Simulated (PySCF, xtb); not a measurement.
Ga(Cl)(vinyl)(NH2) (C2H5ClGaN), SMILES C=[CH][Ga]([NH2])[Cl]. Other conformers were not sampled.

Harmonic wavenumbers (cm⁻¹) from GFN2-xTB (xtb 6.7.1) at its own minimum, in rising order: 51, 80, 93, 134, 177, 240, 268, 364, 419, 488, 531, 592, 913, 962, 1012, 1200, 1384, 1453, 1629, 2954, 3037, 3062, 3389, 3441.

**Question.** What does PBE-D3(BJ)/def2-SVP in PySCF give at its own minimum? (The exact figures need the calculation; the answer reports its results.)

**Answer.** 30, 87, 107, 147, 186, 275, 376, 399, 465, 564, 688, 708, 944, 967, 1011, 1214, 1371, 1456, 1610, 3041, 3085, 3129, 3514, 3626. Paired by order, the mean absolute difference is 51 cm⁻¹ and the zero-point energies are 39.8 and 41.5 kcal/mol.
